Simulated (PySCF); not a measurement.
C5H9O2, charge +1, singlet, at a GFN2-xTB geometry. Base run: DF-CAMB3LYP/6-31G** (PySCF).

Input for PySCF:
```python
from pyscf import gto, scf, dft

mol = gto.M(
    atom='''
C    -2.48553592    0.48909195    0.71341583
C    -1.22323691    0.15553164    0.01904527
O    -1.25536073   -0.16408523   -1.24201655
C    -0.00559831    0.17735760    0.69281024
C     1.22217629   -0.12344282    0.11028633
C     2.47256752   -0.07506497    0.89831110
O     1.27456341   -0.44971797   -1.14834985
H    -2.32769863    0.74201702    1.75626026
H    -3.17634971   -0.35487903    0.65755391
H    -2.97374805    1.33074930    0.21759676
H    -2.14528276   -0.15517639   -1.63306037
H    -0.01394516    0.44488625    1.73503409
H     3.14866694    0.67142209    0.47551487
H     2.29381265    0.16938546    1.93981243
H     2.98862140   -1.03573483    0.84440969
H     2.17006599   -0.64308475   -1.47340301
''',
    basis='6-31g**',
    charge=1,
    verbose=4,
)

mf = dft.RKS(mol)
mf.xc = 'camb3lyp'
mf = mf.density_fit(auxbasis='def2-universal-jkfit')
mf.kernel()
mf.analyze()
```

Variants of this job, named by their change:

```
change                                     ΔE vs base (mEh)  grid points  electrons on the grid
-----------------------------------------  ----------------  -----------  ---------------------
base                                                  0.000       187032               53.99999
grids.prune = off                                     0.000       294456               53.99999
grids.radi_method = mura_knowles                      0.000       178392               53.99999
grids.prune = dft.gen_grid.treutler_prune             0.000       161000               53.99999
grids.prune = dft.gen_grid.sg1_prune                  0.013        83216               53.99986
grids.level = 0                                     -59.987        13184               54.03449
grids.atom_grid = (150, 974)                         -0.002      1293960               54.00000
grids.atom_grid = (75, 302)                           0.000       232296               53.99999
grids.atom_grid = (30, 110)                           0.081        39384               53.99992
grids.level = 2                                       0.000       126808               53.99998
grids.level = 1                                      -0.005        58512               54.00006
```
